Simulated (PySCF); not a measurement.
CH5FOSi.
Bonds: C1–O2, O2–Si3, Si3–F4. Hydrogens: H5, H6, H7 on C1; H8, H9 on Si3.

The calculation used EOM-IP-CCSD/aug-cc-pVDZ in PySCF, restricted Hartree–Fock reference, frozen core, non-relativistic, gas phase, PBE0-D3(BJ)/def2-SVP geometry.

Hartree–Fock orbital energies give these Koopmans values (eV): HOMO 12.62, HOMO-1 12.95, HOMO-2 13.68, HOMO-3 15.66, HOMO-4 17.08, HOMO-5 17.20, HOMO-6 18.13, HOMO-7 18.20.

Q: What vertical ionisation energies does EOM-IP-CCSD give?

A: 
```csv
leading hole (HF orbital),Koopmans (eV),EOM-IP-CCSD (eV),change (eV),one-hole share
HOMO,12.62,11.19,-1.43,0.95
HOMO-1,12.95,11.66,-1.29,0.95
HOMO-2,13.68,12.81,-0.87,0.95
HOMO-3,15.66,14.46,-1.20,0.95
HOMO-4,17.08,15.38,-1.70,0.95
HOMO-5,17.20,15.48,-1.72,0.95
HOMO-6,18.13,16.25,-1.88,0.94
HOMO-7,18.20,16.34,-1.86,0.94
```

Q: Does the order of the lines follow the orbital energies?

A: Yes, no two lines change places. The corrections run from -1.88 to -0.87 eV, with a mean of -1.49 eV over the 8 lines; no line lies above its Koopmans value. Koopmans values leave out both the relaxation of the orbitals and the change in correlation energy.

Q: At what kinetic energies would He I light (21.22 eV) eject these electrons?

A: 10.03 eV (HOMO), 9.56 eV (HOMO-1), 8.41 eV (HOMO-2), 6.76 eV (HOMO-3), 5.84 eV (HOMO-4), 5.74 eV (HOMO-5), 4.97 eV (HOMO-6), 4.88 eV (HOMO-7).

Lines less than 0.15 eV apart could change places at a higher level. One root was sought for each valence orbital with −ε under 21 eV, eight at most, so deeper holes and satellites are missing; no vibrational structure.

The values belong to the conformer `[CH3:1][O:2][SiH2:3][F:4]`: C1–O2–Si3–F4 71°.
